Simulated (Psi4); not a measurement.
Input for Psi4:
```
memory 2 GB

molecule {
0 3
Te   -0.00170000    0.78910000    0.00000000
H    -1.13910000   -0.39800000    0.00000000
H     1.14080000   -0.39100000    0.00000000
}

set {
  basis def2-svp
  reference uks
}

energy('pbe')
print_variables()
```

**Question.** Estimate the <S^2> that Psi4 1.11 with PBE/def2-SVP returns for this input.

**Answer.** 2.002

**Question.** Give the number of basis functions at the level PBE/def2-SVP.

**Answer.** 36

**Question.** What nuclear repulsion energy does PBE/def2-SVP give?

**Answer.** 15.6892 Eh

These values belong to the state on which the SCF converged, which isn't shown to be the lowest.
